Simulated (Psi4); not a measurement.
BBr₂ (SMILES Br[B]Br), doublet, geometry from GFN2-xTB; SVWN/def2-SV(P) (Psi4).

Psi4 was given this input:
```
memory 2 GB

molecule {
0 2
Br   -1.63757191   -0.08958501    0.00510133
B    -0.01549352    0.82472876   -0.03127262
Br    1.63978527   -0.02823338   -0.00063381
}

set {
  basis def2-sv(p)
  reference uks
}

energy('svwn')
print_variables()
```

The log (banner, timings and long lists left out):

```
   => Loading Basis Set <=

    Name: DEF2-SV(P)
    Role: ORBITAL
    Keyword: BASIS

         ---------------------------------------------------------
                                   SCF
               by Justin Turney, Rob Parrish, Andy Simmonett
                          and Daniel G. A. Smith
                              UKS Reference
         ---------------------------------------------------------

  ==> Geometry <==

    Molecular point group: cs
    Full point group: Cs

    Geometry (in Angstrom), charge = 0, multiplicity = 2:

       Center              X                  Y                   Z               Mass
    ------------   -----------------  -----------------  -----------------  -----------------
         BR          -0.088419940706     1.637597087020     0.000000000000    78.918337600000
         B            0.826615519794     0.015517821515     0.000000000000    11.009305360000
         BR          -0.026894990519    -1.639761861910     0.000000000000    78.918337600000

  Running in cs symmetry.

  Rotational constants: A =      2.09408  B =      0.03976  C =      0.03902 [cm^-1]
  Rotational constants: A =  62778.99287  B =   1191.97795  C =   1169.76770 [MHz]
  Nuclear repulsion =  297.208710844871405

  Charge       = 0
  Multiplicity = 2
  Electrons    = 75
  Nalpha       = 38
  Nbeta        = 37

  ==> Algorithm <==

  SCF Algorithm Type is DF.
  DIIS enabled.
  MOM disabled.
  Fractional occupation disabled.
  Guess Type is SAD.
  Energy threshold   = 1.00e-06
  Density threshold  = 1.00e-06
  Integral threshold = 1.00e-12

  ==> Primary Basis <==

  Basis Set: DEF2-SV(P)
    Blend: DEF2-SV(P)
    Number of shells: 30
    Number of basis functions: 78
    Number of Cartesian functions: 85
    Spherical Harmonics?: true
    Max angular momentum: 2

  ==> DFT Potential <==

   => LibXC <=

    Version 7.1.2
    S. Lehtola, C. Steigemann, M. J. T. Oliveira, and M. A. L. Marques,  SoftwareX 7, 1–5 (2018) (10.1016/j.softx.2017.11.002)

   => Composite Functional: SVWN <=

    Slater exchange
    Vosko, Wilk & Nusair (VWN5_RPA)
    P. A. M. Dirac,  Math. Proc. Cambridge Philos. Soc. 26, 376 (1930) (10.1017/S0305004100016108)
    F. Bloch,  Z. Phys. 57, 545 (1929) (10.1007/BF01340281)
    S. H. Vosko, L. Wilk, and M. Nusair,  Can. J. Phys. 58, 1200 (1980) (10.1139/p80-159)

    Deriv               =              1
    GGA                 =          FALSE
    Meta                =          FALSE

[...]

   @Spin Contamination Metric:   2.822690999E-03
   @S^2 Expected:                7.500000000E-01
   @S^2 Observed:                7.528226910E-01
   @S   Expected:                5.000000000E-01
   @S   Observed:                5.000000000E-01

    Orbital Energies [Eh]
    ---------------------

    Alpha Occupied:

[...]
    Alpha Virtual:

[...]
      54Ap     3.481539

    Beta Occupied:

[...]
      27Ap    -0.291309

    Beta Virtual:

[...]
    Final Occupation by Irrep:
             Ap   App
    DOCC [    27,   10 ]
    SOCC [     1,    0 ]
    NA   [    28,   10 ]
    NB   [    27,   10 ]

  @DF-UKS Final Energy: -5166.70366868039582

   => Energetics <=

    Nuclear Repulsion Energy =            297.2087108448714048
    One-Electron Energy =               -7787.8352141544273763
    Two-Electron Energy =                2504.7601744303219675
    DFT Exchange-Correlation Energy =    -180.8373398011619031
    Empirical Dispersion Energy =           0.0000000000000000
    VV10 Nonlocal Energy =                  0.0000000000000000
    Total Energy =                      -5166.7036686803958219

  UHF NO Occupations:
  HONO-2 :   27 Ap 1.9997452
  HONO-1 :   10App 1.9990851
  HONO-0 :   28 Ap 1.0000000
  LUNO+0 :   11App 0.0009149
  LUNO+1 :   29 Ap 0.0002548
  LUNO+2 :   30 Ap 0.0002004
  LUNO+3 :   31 Ap 0.0000300

Computation Completed

Properties will be evaluated at   0.000000,   0.000000,   0.000000 [a0]

Properties computed using the SCF density matrix

 Multipole Moments:

 ------------------------------------------------------------------------------------
     Multipole            Electronic (a.u.)      Nuclear  (a.u.)        Total (a.u.)
 ------------------------------------------------------------------------------------

 L = 1.  Multiply by 2.5417464519 to convert [e a0] to [Debye]
 Dipole X            :         -0.5074285            0.1834074           -0.3240211
 Dipole Y            :         -0.0095258            0.0034431           -0.0060828
 Dipole Z            :          0.0000000            0.0000000            0.0000000
 Magnitude           :                                                    0.3240782

 ------------------------------------------------------------------------------------

  Variable Map:
  ----------------------------------------------------------------------------
[...]
  Array Variable Map:
  ----------------------------------------------------------------------------
[...]
[...]
```
